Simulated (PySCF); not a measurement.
A geometry optimisation, step by step.

TeBr4.
Bonds: Te1–Br2, Te1–Br3, Te1–Br4, Te1–Br5.

Method: PBE0-D3(BJ)/def2-SVP geometry optimisation, gas phase, def2 core potentials past Kr (PySCF); density fitting, grid level 1; the optimiser is geomeTRIC in internal coordinates, started from a GFN2-xTB structure with every atom displaced at random (about 0.03 Å). The frame can shift and turn from step to step; on so coarse a grid that alone can change the energy by a few meV, and forces under 0.02 eV/Å are noise.

Step 0: E = -287414.4019 eV, largest atomic force 1.020 eV/Å
```
atom  x, y, z in Å  |  force x, y, z in eV/Å
Te1    -0.311   -0.600    0.008    0.202   0.899  -0.437
Br2    -0.411   -0.516    2.626    0.031  -0.080  -0.053
Br3    -0.403   -0.500   -2.668    0.052  -0.139   0.420
Br4     2.209   -0.354    0.001   -0.388  -0.070   0.002
Br5    -1.009    1.860   -0.029    0.103  -0.610   0.068
```

Step 1: E = -287414.4387 eV, largest atomic force 0.271 eV/Å
```
atom  x, y, z in Å  |  force x, y, z in eV/Å
Te1    -0.307   -0.564   -0.011   -0.167  -0.094  -0.004
Br2    -0.397   -0.516    2.601    0.030  -0.064   0.172
Br3    -0.384   -0.498   -2.620    0.034  -0.098  -0.219
Br4     2.168   -0.348   -0.008    0.223   0.018   0.007
Br5    -1.005    1.816   -0.024   -0.120   0.239   0.043
```

Step 2: E = -287414.4506 eV, largest atomic force 0.109 eV/Å
```
atom  x, y, z in Å  |  force x, y, z in eV/Å
Te1    -0.311   -0.556   -0.015   -0.043   0.100   0.009
Br2    -0.386   -0.531    2.615    0.020  -0.050  -0.010
Br3    -0.380   -0.514   -2.643    0.038  -0.064  -0.007
Br4     2.179   -0.346   -0.001    0.016   0.021  -0.012
Br5    -1.027    1.837   -0.019   -0.032  -0.007   0.019
```

Step 3: E = -287414.4544 eV, largest atomic force 0.063 eV/Å
```
atom  x, y, z in Å  |  force x, y, z in eV/Å
Te1    -0.313   -0.543   -0.014   -0.014   0.061   0.006
Br2    -0.376   -0.552    2.618    0.013  -0.022  -0.031
Br3    -0.368   -0.532   -2.645    0.028  -0.035   0.013
Br4     2.180   -0.330   -0.002   -0.021   0.035  -0.008
Br5    -1.048    1.846   -0.018   -0.006  -0.039   0.019
```

Step 4: E = -287414.4569 eV, largest atomic force 0.048 eV/Å
```
atom  x, y, z in Å  |  force x, y, z in eV/Å
Te1    -0.314   -0.529   -0.018    0.007  -0.023   0.004
Br2    -0.363   -0.578    2.613    0.004  -0.007  -0.008
Br3    -0.345   -0.564   -2.650    0.005   0.013   0.032
Br4     2.175   -0.287   -0.006   -0.021   0.043   0.000
Br5    -1.079    1.848   -0.002    0.004  -0.025  -0.027
```

Step 5: E = -287414.4578 eV, largest atomic force 0.055 eV/Å
```
atom  x, y, z in Å  |  force x, y, z in eV/Å
Te1    -0.314   -0.526   -0.014    0.020  -0.052  -0.005
Br2    -0.355   -0.603    2.616   -0.007   0.021  -0.011
Br3    -0.331   -0.579   -2.645   -0.005   0.013  -0.001
Br4     2.171   -0.247   -0.004   -0.007   0.035   0.008
Br5    -1.095    1.844   -0.014    0.000  -0.018   0.010
```

Step 6: E = -287414.4582 eV, largest atomic force 0.052 eV/Å
```
atom  x, y, z in Å  |  force x, y, z in eV/Å
Te1    -0.309   -0.533   -0.016    0.030  -0.043  -0.006
Br2    -0.355   -0.612    2.613   -0.010   0.016   0.005
Br3    -0.319   -0.590   -2.645   -0.014   0.017  -0.009
Br4     2.169   -0.207   -0.003    0.005   0.018   0.013
Br5    -1.110    1.831   -0.011   -0.011  -0.009  -0.002
```

Step 7: E = -287414.4578 eV, largest atomic force 0.041 eV/Å
```
atom  x, y, z in Å  |  force x, y, z in eV/Å
Te1    -0.296   -0.549   -0.018    0.040  -0.009  -0.002
Br2    -0.361   -0.616    2.609   -0.017   0.000   0.012
Br3    -0.304   -0.596   -2.647   -0.013   0.008  -0.010
Br4     2.171   -0.150    0.008    0.014  -0.003   0.009
Br5    -1.136    1.800   -0.014   -0.024   0.004  -0.010
```

Step 8: E = -287414.4577 eV, largest atomic force 0.030 eV/Å
```
atom  x, y, z in Å  |  force x, y, z in eV/Å
Te1    -0.290   -0.553   -0.018    0.029   0.004  -0.003
Br2    -0.368   -0.613    2.609   -0.011  -0.004   0.005
Br3    -0.303   -0.592   -2.648   -0.009   0.003  -0.007
Br4     2.177   -0.145    0.011    0.006  -0.002   0.011
Br5    -1.141    1.792   -0.017   -0.015   0.000  -0.007
```

Step 9: E = -287414.4577 eV, largest atomic force 0.022 eV/Å
```
atom  x, y, z in Å  |  force x, y, z in eV/Å
Te1    -0.287   -0.553   -0.019    0.022   0.002  -0.002
Br2    -0.370   -0.612    2.609   -0.011  -0.004   0.002
Br3    -0.304   -0.590   -2.649   -0.004   0.002  -0.004
Br4     2.179   -0.146    0.015    0.001   0.001   0.007
Br5    -1.144    1.790   -0.018   -0.008  -0.001  -0.003
```

Step 10: E = -287414.4577 eV, largest atomic force under 0.02 eV/Å
```
atom  x, y, z in Å  |  force x, y, z in eV/Å
Te1    -0.286   -0.553   -0.019    0.017   0.001  -0.003
Br2    -0.372   -0.613    2.609   -0.010  -0.003   0.000
Br3    -0.304   -0.589   -2.649   -0.002   0.002  -0.003
Br4     2.181   -0.146    0.016    0.000   0.003   0.007
Br5    -1.145    1.790   -0.019   -0.004  -0.001  -0.002
```

**Question.** Summarise the path.

**Answer.** The energy falls by 1.29 kcal/mol from step 0 to step 10; nine tenths of that is first reached at step 3. It rises by more than 0.2 meV at step 7. The largest force goes from 1.020 to under 0.02 eV/Å. Among the bonds Te1–Br5 changes most, from 2.558 to 2.495 Å; the atoms move by 0.062 Å rms after alignment.

**Question.** Follow the three bonds and two angles with the largest change from start to end.

**Answer.** 
```csv
step,E above end (kcal/mol),largest force (eV/Å),Te1–Br5 (Å),Te1–Br3 (Å),Te1–Br4 (Å),Br3–Te1–Br5 (°),Br2–Te1–Br3 (°)
0,1.29,1.020,2.558,2.679,2.531,86.6,174.3
1,0.44,0.271,2.481,2.611,2.484,87.8,175.5
2,0.16,0.109,2.498,2.630,2.498,88.6,176.5
3,0.08,0.063,2.499,2.632,2.501,89.3,177.4
4,0.02,0.048,2.497,2.633,2.501,90.9,177.5
5,0.00,0.055,2.496,2.631,2.500,91.0,176.9
6,-0.01,0.052,2.495,2.630,2.500,91.2,176.8
7,0.00,0.041,2.494,2.630,2.500,91.0,177.1
8,0.00,0.030,2.495,2.630,2.500,90.7,177.1
9,0.00,0.022,2.495,2.630,2.500,90.6,177.0
10,0.00,under 0.02,2.495,2.631,2.500,90.6,176.9
```

What follows is the cost of the whole optimisation. On one thread, Intel Xeon Platinum 8488C (x86_64), shared host, this took 4.0 min and 0.90 GiB of memory at its peak.
